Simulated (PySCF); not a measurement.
H2ClNSi (SMILES N[Si]Cl), singlet, geometry from GFN2-xTB; PySCF with MP2/cc-pVDZ.

PySCF was given this input:
```python
from pyscf import gto, scf, mp

mol = gto.M(
    atom='''
Si   -0.52165958   -0.27529131    0.70965330
Cl    0.71897362    1.07310295   -0.29060528
N    -0.54454755   -1.50827081   -0.46917238
H    -0.05203914   -1.46308153   -1.35196359
H    -1.05544531   -2.36769446   -0.35868617
''',
    basis='cc-pvdz',
    verbose=4,
    max_memory=1800,
)

mf = scf.RHF(mol)
mf.kernel()

pt = mp.MP2(mf, frozen=11)
pt.kernel()
print('E(MP2) = %.10f' % pt.e_tot)
```

Output, abridged:

```
PySCF version 2.14.0

[INPUT] verbose = 4
[INPUT] num. atoms = 5
[INPUT] num. electrons = 40
[INPUT] charge = 0
[INPUT] spin (= nelec alpha-beta = 2S) = 0
[INPUT] symmetry False subgroup None
[INPUT] Mole.unit = angstrom
[INPUT] Symbol           X                Y                Z      unit          X                Y                Z       unit  Magmom
[INPUT]  1 Si    -0.521659580000  -0.275291310000   0.709653300000 AA   -0.985793736456  -0.520225180373   1.341050380394 Bohr   0.0
[INPUT]  2 Cl     0.718973620000   1.073102950000  -0.290605280000 AA    1.358663232587   2.027870678963  -0.549164389553 Bohr   0.0
[INPUT]  3 N     -0.544547550000  -1.508270810000  -0.469172380000 AA   -1.029045731303  -2.850218752576  -0.886607303410 Bohr   0.0
[INPUT]  4 H     -0.052039140000  -1.463081530000  -1.351963590000 AA   -0.098339722358  -2.764823389610  -2.554840915484 Bohr   0.0
[INPUT]  5 H     -1.055445310000  -2.367694460000  -0.358686170000 AA   -1.994502575357  -4.474294076050  -0.677818625969 Bohr   0.0

nuclear repulsion = 131.860789951658
number of shells = 21
number of NR pGTOs = 122
number of NR cGTOs = 60
basis = cc-pvdz
ecp = {}

******** <class 'pyscf.scf.hf.RHF'> ********
method = RHF
initial guess = minao
damping factor = 0
level_shift factor = 0
DIIS = <class 'pyscf.scf.diis.CDIIS'>
diis_start_cycle = 1
diis_space = 8
diis_damp = 0
SCF conv_tol = 1e-09
SCF conv_tol_grad = None
SCF max_cycles = 50
direct_scf = True
direct_scf_tol = 1e-13
Set gradient conv threshold to 3.16228e-05
Initial guess from minao.
init E= -804.222946291334
  HOMO = -0.242760376235283  LUMO = 0.00158853771254863  gap/eV = 6.64907
cycle= 1 E= -804.071761752206  delta_E= 0.151  |g|= 0.299  |ddm|= 1.93
  HOMO = -0.358202116438907  LUMO = 0.0473994044890107  gap/eV = 11.03698
cycle= 2 E= -804.102027066046  delta_E= -0.0303  |g|= 0.107  |ddm|= 0.452
  HOMO = -0.348967876436773  LUMO = 0.0656218297478515  gap/eV = 11.28156
cycle= 3 E= -804.105836626823  delta_E= -0.00381  |g|= 0.0305  |ddm|= 0.122
  HOMO = -0.349360338249141  LUMO = 0.067411007857952  gap/eV = 11.34093
cycle= 4 E= -804.106315057844  delta_E= -0.000478  |g|= 0.00889  |ddm|= 0.0609
  HOMO = -0.349592434761225  LUMO = 0.0668991037313611  gap/eV = 11.33331
cycle= 5 E= -804.10635293667  delta_E= -3.79e-05  |g|= 0.00328  |ddm|= 0.0147
  HOMO = -0.349438310201238  LUMO = 0.0670872545308474  gap/eV = 11.33424
cycle= 6 E= -804.106360633041  delta_E= -7.7e-06  |g|= 0.00086  |ddm|= 0.00818
  HOMO = -0.349451239186787  LUMO = 0.0670362989777464  gap/eV = 11.33320
cycle= 7 E= -804.106361435085  delta_E= -8.02e-07  |g|= 0.000216  |ddm|= 0.00288
  HOMO = -0.349409230233797  LUMO = 0.0670639890810207  gap/eV = 11.33281
cycle= 8 E= -804.106361474188  delta_E= -3.91e-08  |g|= 4.36e-05  |ddm|= 0.000549
  HOMO = -0.349414348304674  LUMO = 0.0670561927208042  gap/eV = 11.33274
cycle= 9 E= -804.106361475775  delta_E= -1.59e-09  |g|= 1.17e-05  |ddm|= 8.89e-05
  HOMO = -0.349413177359362  LUMO = 0.0670568275255135  gap/eV = 11.33273
cycle= 10 E= -804.106361475908  delta_E= -1.33e-10  |g|= 3.17e-06  |ddm|= 2.58e-05
  HOMO = -0.349413813157943  LUMO = 0.0670563004222959  gap/eV = 11.33273
Extra cycle  E= -804.106361475914  delta_E= -6.48e-12  |g|= 1.41e-06  |ddm|= 5.08e-06
converged SCF energy = -804.106361475914

******** <class 'pyscf.mp.mp2.RMP2'> ********
nocc = 9, nmo = 49
frozen orbitals 11
E(RMP2) = -804.492487711673  E_corr = -0.386126235759031
E(SCS-RMP2) = -804.485015426996  E_corr = -0.378653951081784
E_corr(same-spin) = -0.0977279213412156
E_corr(oppo-spin) = -0.288398314417815
E(MP2) = -804.4924877117
```
